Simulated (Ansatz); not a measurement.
**Two structures, one formula**

The two ends of one reaction step of BH₅SeS, closed shell (PBE0-D4/def2-TZVP).

A:

```xyz
8
angstrom
B -0.6518 -0.5403 -0.3724
S 0.8357 -0.6616 -1.4547
H -0.9578 -1.5919 0.1187
H -1.5404 0.1954 -0.6985
H 0.5272 1.7007 1.0470
Se -0.1285 0.5061 1.5965
H 0.7451 0.5336 -2.0594
H 1.1705 -0.1420 1.8228
```

B:

```
8
angstrom
B -0.6944 -0.4923 -0.0038
S 0.7180 0.0022 -1.3680
H -0.3579 -1.6144 0.2591
H -1.6823 -0.3901 -0.6811
H 1.8067 0.1134 -0.5856
Se -0.7260 0.8156 1.5180
H 0.5536 1.3372 -1.4220
H 0.3825 0.2284 2.2833
```

Ansatz 0.2.0; basis: def2-TZVPP; cores frozen in the correlated methods. Filled d shells of the heavier atoms are correlated. The def2 sets are not built for correlating such inner shells, so the correlated values are less sure here. B3LYP uses VWN-RPA correlation.

Which structure is lower at CCSD(T), and by how much? (To be estimated.)

By the calculation: B, by 0.045 eV (electronic energy, against the other). By their contacts, A is BH₅SeS ([SH][BH2][SeH2]) and B is BH₅SeS ([SH2][BH2][SeH]).

Do the other methods give the same order? (A judgement: the text doesn't fix the answer.)

By the calculation: Not all: B97M-V gives the other order.

| method | E(B) − E(A) (eV) |
| --- | --- |
| SPW92 | -0.099 |
| PBE-D4 | -0.049 |
| BLYP-D4 | -0.009 |
| r2SCAN-D4 | -0.054 |
| B97M-V | 0.011 |
| PBE0-D4 | -0.071 |
| B3LYP-D4 | -0.032 |
| r2SCAN0-D4 | -0.074 |
| BHLYP-D4 | -0.053 |
| CAM-B3LYP-D4 | -0.053 |
| wB97X-V | -0.065 |
| wB97M-V | -0.064 |
| B2PLYP | -0.047 |
| PBE-QIDH | -0.087 |
| RPA on PBE | -0.021 |
| HF | -0.036 |
| MP2 | -0.073 |
| CCSD | -0.042 |
| CCSD(T) | -0.045 |

T1 diagnostic: at most 0.011.

Labels in which every atom is bracketed show which atoms are joined, not bond orders.

For scale, one of the runs: CCSD(T)/def2-TZVPP, 191 basis functions (an equivalent command: `ansatz run in.yaml --threads 4`). Hardware: 4 CPU threads, shared host. Wall time 37 s; peak host memory 2 GiB.
